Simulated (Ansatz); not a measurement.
Born–Oppenheimer molecular dynamics of CH$_{8}$BNSi (12 atoms, charge 0, multiplicity 1). It goes on from the last frame of an earlier run, with new velocities.

Theory: RKS B3LYP-D4/STO-3G in Ansatz 0.2.0.

* ensemble: NVT, Nosé–Hoover chain
* time step: 0.25 fs
* steps asked: 400
* set temperature: 100 K
* thermostat: time constant 100 fs, chain length 5
* seed: 110477

Frames 5 fs apart, positions in Å, forces in eV/Å.

Velocities at 0.0 fs (Å/ps):

```
C -2.65 2.68 0.38
B -0.09 -4.76 -2.06
N 2.44 5.13 0.38
Si 0.11 -1.86 -0.53
H 0.47 6.18 -7.16
H -7.41 -0.38 8.56
H 2.32 4.92 -6.49
H 13.54 -12.61 2.38
H -0.90 -2.60 20.53
H -1.91 -1.32 8.52
H -12.69 9.79 4.52
H 2.05 -4.35 -3.83
```

```xyz
12
Properties=species:S:1:pos:R:3:forces:R:3 time_fs=0.0 energy_less_start_eV=0.000 T=100
C -1.164 1.273 0.281 -2.01 -0.90 1.26
B 0.188 0.827 1.017 0.80 -0.87 -1.29
N 0.936 -0.243 0.435 -3.15 0.26 -1.76
Si 0.514 -1.590 -0.842 0.41 1.82 2.88
H -1.694 0.453 -0.277 0.78 0.28 0.41
H -1.084 2.079 -0.466 0.33 0.32 0.39
H -1.924 1.563 1.076 0.82 0.21 -1.08
H 0.630 1.378 1.999 -0.32 -0.33 -0.95
H 1.882 -0.332 0.761 2.00 -0.64 0.94
H 1.334 -2.605 -0.261 0.37 -0.59 -0.43
H 0.771 -1.310 -2.215 0.40 0.32 -0.47
H -0.847 -2.013 -0.726 -0.42 0.13 0.10
12
Properties=species:S:1:pos:R:3:forces:R:3 time_fs=5.0 energy_less_start_eV=-0.181 T=240
C -1.187 1.278 0.292 1.45 0.10 -0.03
B 0.193 0.798 0.994 -0.81 0.22 -1.37
N 0.937 -0.222 0.425 1.39 -2.18 -0.83
Si 0.517 -1.592 -0.833 0.41 1.41 1.90
H -1.636 0.482 -0.285 -0.42 -0.62 -0.38
H -1.069 2.129 -0.405 0.45 -0.18 0.13
H -1.898 1.623 1.009 -1.00 0.24 1.01
H 0.657 1.297 1.925 0.06 0.57 0.49
H 1.913 -0.398 0.892 -1.86 0.05 -0.89
H 1.353 -2.657 -0.283 -0.12 0.14 -0.66
H 0.757 -1.232 -2.232 0.24 -0.05 0.52
H -0.873 -2.015 -0.730 0.22 0.29 0.11
12
Properties=species:S:1:pos:R:3:forces:R:3 time_fs=10.0 energy_less_start_eV=-0.395 T=401
C -1.197 1.280 0.309 -0.30 -0.19 0.39
B 0.184 0.775 0.946 -0.46 1.22 0.72
N 0.943 -0.232 0.394 -1.38 -1.99 -1.80
Si 0.523 -1.581 -0.807 0.29 1.38 0.80
H -1.626 0.456 -0.323 -0.10 0.98 0.37
H -0.963 2.155 -0.326 -0.07 -0.24 -0.31
H -1.968 1.683 1.037 0.89 -0.91 -0.65
H 0.669 1.306 1.896 -0.35 -0.07 -0.36
H 1.756 -0.497 0.940 1.43 -0.26 0.68
H 1.362 -2.699 -0.444 0.02 0.02 -0.04
H 0.802 -1.155 -2.164 0.02 -0.02 0.12
H -0.869 -1.957 -0.708 0.01 0.07 0.08
12
Properties=species:S:1:pos:R:3:forces:R:3 time_fs=15.0 energy_less_start_eV=-0.349 T=356
C -1.201 1.280 0.327 1.54 -0.11 -1.24
B 0.166 0.772 0.908 0.52 -0.81 0.09
N 0.940 -0.276 0.346 0.49 -0.02 2.47
Si 0.531 -1.560 -0.774 -0.02 -0.16 -0.88
H -1.666 0.566 -0.331 -0.43 -0.56 -0.64
H -0.874 2.129 -0.299 -0.58 0.24 -0.01
H -1.940 1.607 1.024 -0.62 0.59 1.05
H 0.625 1.324 1.829 0.12 0.05 0.18
H 1.727 -0.589 1.001 -0.53 0.71 -0.91
H 1.368 -2.730 -0.616 -0.09 0.08 0.47
H 0.854 -1.078 -2.080 -0.20 0.13 -0.55
H -0.865 -1.882 -0.668 -0.19 -0.15 -0.04
12
Properties=species:S:1:pos:R:3:forces:R:3 time_fs=20.0 energy_less_start_eV=-0.173 T=211
C -1.192 1.277 0.327 -1.84 0.04 -1.07
B 0.159 0.754 0.873 1.19 -1.13 0.10
N 0.936 -0.318 0.331 -0.11 2.44 3.53
Si 0.538 -1.540 -0.751 -0.97 -1.41 -3.59
H -1.757 0.631 -0.401 0.58 0.21 0.74
H -0.906 2.159 -0.282 -0.38 0.28 0.31
H -1.931 1.595 1.123 1.00 -0.15 -0.82
H 0.602 1.346 1.790 0.19 -0.20 -0.02
H 1.714 -0.570 0.968 0.55 0.23 -0.04
H 1.355 -2.739 -0.681 -0.11 0.19 0.58
H 0.853 -0.991 -2.084 -0.47 -0.39 0.41
H -0.886 -1.837 -0.638 0.37 -0.12 -0.12
12
Properties=species:S:1:pos:R:3:forces:R:3 time_fs=25.0 energy_less_start_eV=-0.379 T=358
C -1.202 1.277 0.304 1.13 0.78 -0.36
B 0.173 0.718 0.843 -0.21 1.49 0.86
N 0.933 -0.323 0.371 0.99 0.29 1.69
Si 0.538 -1.531 -0.755 -0.85 -1.01 -1.76
H -1.777 0.682 -0.380 -0.59 -0.79 -0.49
H -1.019 2.240 -0.206 0.25 -0.15 -0.14
H -1.797 1.581 1.146 -0.89 -0.11 0.82
H 0.621 1.329 1.754 0.00 -0.17 -0.20
H 1.798 -0.501 0.917 0.19 0.09 0.00
H 1.328 -2.718 -0.617 0.25 -0.18 0.27
H 0.762 -0.973 -2.045 0.09 0.01 -0.72
H -0.855 -1.827 -0.633 -0.37 -0.25 0.03
12
Properties=species:S:1:pos:R:3:forces:R:3 time_fs=30.0 energy_less_start_eV=-0.320 T=295
C -1.206 1.286 0.278 -0.88 -0.57 1.31
B 0.183 0.712 0.829 -1.04 2.47 0.71
N 0.945 -0.324 0.439 2.08 -2.01 -0.83
Si 0.531 -1.531 -0.775 -0.45 -0.46 -0.43
H -1.846 0.636 -0.383 0.69 0.68 0.51
H -1.087 2.293 -0.160 0.22 -0.31 -0.37
H -1.780 1.516 1.229 0.14 -0.46 -1.08
H 0.655 1.303 1.703 0.08 0.69 0.44
H 1.926 -0.403 0.852 -1.22 -0.05 -0.23
H 1.342 -2.713 -0.497 -0.10 0.33 -0.34
H 0.684 -0.975 -2.117 0.26 -0.31 0.27
H -0.874 -1.866 -0.624 0.22 0.00 0.04
12
Properties=species:S:1:pos:R:3:forces:R:3 time_fs=35.0 energy_less_start_eV=-0.276 T=244
C -1.215 1.289 0.274 0.99 -0.53 0.70
B 0.178 0.753 0.832 1.50 0.52 0.83
N 0.976 -0.351 0.489 -2.97 0.33 -2.16
Si 0.520 -1.535 -0.797 0.14 0.29 1.07
H -1.822 0.661 -0.349 -0.16 -0.74 -1.08
H -1.104 2.280 -0.187 -0.04 0.02 0.06
H -1.795 1.384 1.177 -0.76 0.71 0.75
H 0.684 1.397 1.712 -0.49 -0.03 -0.59
H 1.935 -0.341 0.812 1.36 -0.33 0.73
H 1.349 -2.660 -0.452 0.15 -0.27 -0.52
H 0.667 -1.034 -2.154 0.26 -0.07 0.20
H -0.863 -1.909 -0.607 0.03 0.10 0.00
12
Properties=species:S:1:pos:R:3:forces:R:3 time_fs=40.0 energy_less_start_eV=-0.290 T=239
C -1.218 1.277 0.284 -1.03 -1.16 -0.01
B 0.199 0.804 0.849 0.94 -1.65 -0.73
N 0.977 -0.372 0.509 -0.47 2.05 -0.39
Si 0.511 -1.537 -0.810 0.90 -0.05 1.83
H -1.760 0.612 -0.453 0.74 0.47 0.71
H -1.123 2.265 -0.206 -0.03 -0.07 0.31
H -1.907 1.380 1.174 0.55 0.20 -0.92
H 0.639 1.519 1.641 0.50 0.35 0.47
H 2.010 -0.352 0.851 -1.87 -0.39 -0.57
H 1.380 -2.655 -0.525 -0.04 -0.17 -0.32
H 0.709 -1.103 -2.159 0.07 0.38 -0.30
H -0.850 -1.932 -0.590 -0.28 0.05 -0.07
12
Properties=species:S:1:pos:R:3:forces:R:3 time_fs=45.0 energy_less_start_eV=-0.327 T=249
C -1.227 1.247 0.294 1.96 0.39 -0.27
B 0.240 0.827 0.857 -0.29 0.11 0.30
N 0.954 -0.362 0.514 -2.92 1.22 -1.66
Si 0.509 -1.539 -0.809 0.48 0.00 0.54
H -1.596 0.597 -0.479 -0.70 -0.71 -0.46
H -1.141 2.242 -0.168 0.29 0.08 -0.20
H -1.966 1.423 1.061 -0.53 -0.49 0.76
H 0.674 1.658 1.617 0.21 -1.01 -0.45
H 1.901 -0.444 0.847 1.79 -0.19 0.74
H 1.399 -2.685 -0.664 -0.28 0.21 0.20
H 0.761 -1.093 -2.192 -0.32 0.26 0.73
H -0.877 -1.937 -0.593 0.33 0.14 -0.22
12
Properties=species:S:1:pos:R:3:forces:R:3 time_fs=50.0 energy_less_start_eV=-0.379 T=270
C -1.211 1.220 0.297 0.32 -0.06 -0.51
B 0.271 0.846 0.866 -1.80 -0.27 -0.52
N 0.907 -0.336 0.500 2.01 -1.22 -0.17
Si 0.511 -1.540 -0.802 -0.14 0.62 0.71
H -1.535 0.510 -0.514 0.01 0.67 0.77
H -1.107 2.225 -0.164 -0.12 -0.25 -0.14
H -2.054 1.356 1.032 0.97 -0.53 -0.33
H 0.778 1.625 1.545 0.52 0.21 0.63
H 1.895 -0.547 0.901 -1.55 0.71 -0.51
H 1.371 -2.686 -0.756 0.20 -0.20 0.52
H 0.749 -1.012 -2.107 -0.11 0.50 -0.37
H -0.859 -1.921 -0.642 -0.31 -0.18 -0.08
12
Properties=species:S:1:pos:R:3:forces:R:3 time_fs=55.0 energy_less_start_eV=-0.401 T=267
C -1.182 1.197 0.292 1.14 0.52 -0.06
B 0.270 0.862 0.868 -0.01 -0.05 0.11
N 0.876 -0.325 0.477 -0.45 -0.78 -0.51
Si 0.512 -1.537 -0.791 -0.72 0.70 -0.46
H -1.501 0.497 -0.461 0.00 -0.66 -0.84
H -1.101 2.175 -0.193 -0.51 0.33 0.02
H -1.998 1.192 1.002 -0.24 0.46 0.84
H 0.948 1.578 1.560 -0.91 -0.38 -0.25
H 1.760 -0.538 0.928 1.49 -0.05 0.63
H 1.372 -2.708 -0.735 -0.01 0.34 0.28
H 0.706 -0.845 -2.062 0.01 -0.35 0.21
H -0.882 -1.935 -0.709 0.21 -0.07 0.05
```

Of the whole run (100 fs, mean temperature of the second half 224 K): The conserved energy stayed within 0.069 meV per atom of its start (net change -0.049 meV per atom), so the integration is sound. The mean temperature of the second half is 124 % above the set value. A run of 0.1 ps of so small a system gives no equilibrium averages. Limits of this set-up: minimal basis.

Run time: 7.4 min on 1 thread of Arm Neoverse V2 (shared host), peak memory 0.085 GiB.
